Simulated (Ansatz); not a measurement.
C$_{2}$H$_{9}$B$_{2}$N (`BN(B)CC`), relaxed with RKS PBE-D4/def2-SVP in Ansatz from a rough embedded geometry. The force threshold is 0.03 eV/Å; the program also tests the step.

Total charge 0; spin multiplicity 1.

Start:

```xyz
14

B    -0.588   -1.280   -0.932
N     0.414   -0.221   -0.579
B     0.574    0.613   -1.850
C     0.068    0.658    0.549
C     0.143   -0.026    1.879
H    -1.710   -1.272   -0.366
H    -0.379   -2.147   -1.673
H    -0.245    1.245   -2.271
H     1.665    0.576   -2.389
H     0.652    1.541    0.564
H    -1.063    0.996    0.389
H     1.201   -0.428    2.010
H    -0.146    0.670    2.721
H    -0.585   -0.924    1.950
```

**Question.** How much energy does the relaxation release, and in how many steps? (Estimate.)

**Answer.** Ansatz gave: 46.68 kcal/mol, in 20 steps, 1 of them rejected.

**Question.** Which bonds change most? (An estimate is asked.)

**Answer.** Ansatz gave: B3–H8 from 1.117 to 1.219 Å; N2–B3 from 1.528 to 1.432 Å; C4–H11 from 1.191 to 1.109 Å; B1–N2 from 1.500 to 1.432 Å.

**Question.** Give the relaxed structure. (Estimate.)

**Answer.** Ansatz gave: 
```xyz
14

B    -0.821   -1.281   -1.042
N    -0.132   -0.068   -0.715
B     0.918    0.432   -1.550
C    -0.484    0.656    0.527
C     0.321    0.163    1.726
H    -1.710   -1.672   -0.306
H    -0.514   -1.885   -2.048
H     1.484    1.464   -1.233
H     1.221   -0.179   -2.553
H    -0.305    1.739    0.367
H    -1.568    0.526    0.718
H     1.409    0.302    1.557
H     0.042    0.719    2.644
H     0.139   -0.916    1.908
```
